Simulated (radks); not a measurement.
The numbers below are computed, except where a source is named.
Species: Au IV. Configuration: [Xe] 4f14 5d8.

Level of theory: scalar-relativistic Kohn-Sham, r2SCAN, spin-polarised, spherical densities, finite nucleus; open shells are filled with parallel spins first (spin-orbit coupling, left out, can overturn this in heavy ions); meta-GGA in the generalised Kohn-Sham scheme; Fermi nuclear charge, rms radius 5.4371 fm (a radial shooting solver on a logarithmic mesh with Libxc functionals).

Energy parts (Ry):
part                       energy
total                 -38014.8961
kinetic                42513.5700
electron-nucleus      -94373.6062
Hartree                14568.5939
exchange-correlation    -723.4538

Orbitals (lengths in bohr, moments of r in powers of bohr):
orbital  occ.  eigenvalue (Ry)   <1/r>
1s up       1        -5944.587   95.71
1s down     1        -5944.588   95.71
2s up       1        -1053.199   22.46
2s down     1        -1053.181   22.46
2p up       3        -910.8294   19.97
2p down     3        -910.8151   19.97
3s up       1        -251.4526   8.338
3s down     1        -251.4501   8.338
3p up       3        -209.9734   7.601
3p down     3        -209.9694   7.601
3d up       5        -165.5377   7.144
3d down     5        -165.5266   7.144
4s up       1        -57.16900   3.564
4s down     1        -57.15432   3.563
4p up       3        -43.50726   3.222
4p down     3        -43.49466   3.221
4d up       5        -27.01003   2.886
4d down     5        -26.99491   2.886
4f up       7         -8.73196   2.461
4f down     7         -8.71011   2.464
5s up       1        -10.84270   1.454
5s down     1        -10.74368   1.460
5p up       3         -7.21507   1.241
5p down     3         -7.09241   1.247
5d up       5         -3.06533  0.9120
5d down     3         -2.92842  0.9102

The highest occupied level is 5d down at -39.843 eV. Summed over all electrons, <r^2> = 37.33 bohr^2, which gives a Langevin (diamagnetic) susceptibility term of -29.6 x 10^-6 cm^3/mol. Spin moment in Bohr magnetons: 2. The density falls to 0.001 e/bohr^3 at r = 3.26 bohr.
